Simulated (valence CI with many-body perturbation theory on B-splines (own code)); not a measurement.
## Nb³⁴⁺: calculated level list

Level of theory: relativistic CI+MBPT: five valence electrons over a frozen Dirac-Fock core [He], a basis of 11 s, 11 p, 10 d, 8 f, 5 g, 2 h functions for each j, with the one-electron correlation potential Σ1 (screened to all orders), the two-electron term Σ2, the three-electron term Σ3, Breit, model QED; selected single and double excitations, second order for the rest, scaled by the run's own slope (own B-spline code, finite nucleus).

The last digits are not significant, and no measured levels were compared; by estimate large intervals hold to a few tenths of a per cent, small ones and those within an open d or f shell to about a per cent. Among the levels kept, up to 10000 cm⁻¹ of a level comes from second order outside the variational space, and about a tenth of that is noise between levels of different J, which matters for small intervals.

Levels 136 to 180 of 204, with energies above the lowest level, (2s^2 2p1/2^2 2p3/2) J=3/2. "Leading %" is the weight of the configuration and term that name the level; weights of strongly mixed levels are sums over their largest components and can fall short. In the jj column 3d3/2^4 stands for four electrons in 3d with j = 3/2.

```tsv
No.	Configuration	Term	J	E (Ry)	Leading %	Leading jj	Second component
136	2s2p³3p	²P	1/2	217.23	37	2s 2p1/2 2p3/2^2 3p1/2 (58 %)	27 % 2s2p³3p ⁴P
137	2s2p³3d	⁴G°	9/2	217.25	44	2s 2p1/2 2p3/2^2 3d5/2 (85 %)	29 % 2s2p³3d ⁶D°
138	2s2p³3p	⁴P	3/2	217.27	38	2s 2p1/2 2p3/2^2 3p1/2 (80 %)	16 % 2s2p³3p ²P
139	2s2p³3p	⁴P	5/2	217.28	42	2s 2p1/2 2p3/2^2 3p3/2 (91 %)	15 % 2s2p³3p ⁴F
140	2s2p³3p	²P	1/2	217.55	51	2s 2p1/2 2p3/2^2 3p3/2 (57 %)	24 % 2s2p³3p ⁴D
141	2s2p³3d	⁴D°	7/2	217.64	41	2s 2p1/2 2p3/2^2 3d3/2 (60 %)	28 % 2s2p³3d ²G°
142	2s2p³3p	²D	3/2	217.65	30	2s 2p1/2 2p3/2^2 3p3/2 (86 %)	16 % 2s2p³3p ²P
143	2s2p³3p	²F	7/2	217.94	66	2s 2p1/2 2p3/2^2 3p3/2 (87 %)	16 % 2s2p³3p ⁴F
144	2s2p³3s	⁴P°	5/2	218.13	37	2s 2p3/2^3 3s (71 %)	30 % 2s2p³3s ²D°
145	2s2p³3p	²D	5/2	218.40	36	2s 2p1/2 2p3/2^2 3p3/2 (88 %)	23 % 2s2p³3p ⁴P
146	2s2p³3p	²P	1/2	218.43	45	2s 2p1/2 2p3/2^2 3p3/2 (91 %)	20 % 2s2p³3p ²S
147	2s2p³3d	⁴D°	1/2	218.44	36	2s 2p1/2 2p3/2^2 3d5/2 (82 %)	23 % 2s2p³3d ²P°
148	2s2p³3d	⁴F°	9/2	218.54	66	2s 2p1/2 2p3/2^2 3d3/2 (62 %)	23 % 2s2p³3d ⁴G°
149	2s2p³3p	²D	5/2	218.62	37	2s 2p1/2 2p3/2^2 3p3/2 (88 %)	29 % 2s2p³3p ⁴D
150	2s2p³3d	⁴D°	5/2	218.65	23	2s 2p1/2 2p3/2^2 3d5/2 (62 %)	20 % 2s2p³3d ⁴P°
151	2s2p³3p	²D	3/2	218.70	40	2s 2p1/2 2p3/2^2 3p3/2 (88 %)	28 % 2s2p³3p ²P
152	2s2p³3d	⁴D°	3/2	218.76	17	2s 2p1/2 2p3/2^2 3d5/2 (63 %)	15 % 2s2p³3d ⁴S°
153	2s2p³3d	⁴D°	7/2	218.88	58	2s 2p1/2 2p3/2^2 3d3/2 (73 %)	34 % 2s2p³3d ⁴F°
154	2s2p³3d	⁴G°	11/2	218.89	100	2s 2p1/2 2p3/2^2 3d5/2 (100 %)	
155	2s2p³3s	²P°	3/2	218.94	27	2s 2p3/2^3 3s (63 %)	21 % 2s2p³3s ²D°
156	2s2p³3d	⁴D°	5/2	219.15	59	2s 2p1/2 2p3/2^2 3d3/2 (86 %)	22 % 2s2p³3d ⁴P°
157	2s2p³3d	²G°	9/2	219.16	67	2s 2p1/2 2p3/2^2 3d5/2 (64 %)	25 % 2s2p³3d ⁴F°
158	2s2p³3d	⁴P°	3/2	219.37	49	2s 2p1/2 2p3/2^2 3d3/2 (93 %)	19 % 2s2p³3d ⁴D°
159	2s2p³3p	²P	1/2	219.40	61	2s 2p1/2 2p3/2^2 3p3/2 (86 %)	18 % 2s2p³3p ⁴P
160	2s2p³3p	²D	3/2	219.48	36	2s 2p1/2 2p3/2^2 3p3/2 (85 %)	14 % 2s2p³3p ²P
161	2s2p³3d	²S°	1/2	219.73	43	2s 2p1/2 2p3/2^2 3d5/2 (93 %)	24 % 2s2p³3d ⁴P°
162	2s2p³3d	²P°	3/2	220.27	44	2s 2p1/2 2p3/2^2 3d5/2 (91 %)	20 % 2s2p³3d ⁴S°
163	2s2p³3d	²F°	7/2	220.34	63	2s 2p1/2 2p3/2^2 3d5/2 (70 %)	14 % 2s2p³3d ²G°
164	2s2p³3d	²D°	5/2	220.48	49	2s 2p1/2 2p3/2^2 3d5/2 (79 %)	20 % 2s2p³3d ²F°
165	2s2p³3d	⁴F°	3/2	220.62	64	2s 2p1/2 2p3/2^2 3d3/2 (93 %)	16 % 2s2p³3d ²D°
166	2s2p³3d	⁴F°	5/2	221.09	39	2s 2p1/2 2p3/2^2 3d5/2 (57 %)	18 % 2s2p³3d ⁴D°
167	2s2p³3d	⁴D°	1/2	221.18	44	2s 2p1/2 2p3/2^2 3d3/2 (76 %)	17 % 2s2p³3d ²P°
168	2s2p³3s	²P°	3/2	221.35	49	2s 2p3/2^3 3s (86 %)	24 % 2s2p³3s ⁴S°
169	2s2p³3s	²P°	1/2	221.43	47	2s 2p3/2^3 3s (80 %)	25 % 2s2p³3s ²S°
170	2s2p³3d	⁴D°	3/2	221.46	39	2s 2p1/2 2p3/2^2 3d3/2 (87 %)	22 % 2s2p³3d ²D°
171	2s2p³3d	²F°	5/2	221.48	31	2s 2p1/2 2p3/2^2 3d5/2 (49 %)	16 % 2s2p³3d ⁴D°
172	2s2p³3d	⁴D°	7/2	221.55	28	2s 2p1/2 2p3/2^2 3d5/2 (65 %)	23 % 2s2p³3d ⁴F°
173	2s2p³3d	²F°	7/2	221.87	40	2s 2p1/2 2p3/2^2 3d3/2 (54 %)	26 % 2s2p³3d ²G°
174	2s2p³3d	²D°	5/2	221.94	36	2s 2p1/2 2p3/2^2 3d5/2 (73 %)	23 % 2s2p³3d ⁴P°
175	2s2p³3d	²D°	3/2	221.95	37	2s 2p1/2 2p3/2^2 3d5/2 (61 %)	12 % 2s2p³3d ⁴D°
176	2s2p³3d	²G°	9/2	222.33	68	2s 2p1/2 2p3/2^2 3d5/2 (87 %)	13 % 2s2p³3d ⁴G°
177	2s2p³3p	⁴P	3/2	222.35	31	2s 2p3/2^3 3p1/2 (84 %)	22 % 2s2p³3p ²P
178	2s2p³3d	²F°	5/2	222.36	36	2s 2p1/2 2p3/2^2 3d3/2 (54 %)	20 % 2s2p³3d ⁴D°
179	2s2p³3p	²D	5/2	222.56	46	2s 2p3/2^3 3p1/2 (86 %)	21 % 2s2p³3p ²F
180	2s2p³3d	²D°	5/2	222.63	29	2s 2p1/2 2p3/2^2 3d3/2 (78 %)	19 % 2s2p³3d ⁴D°
```
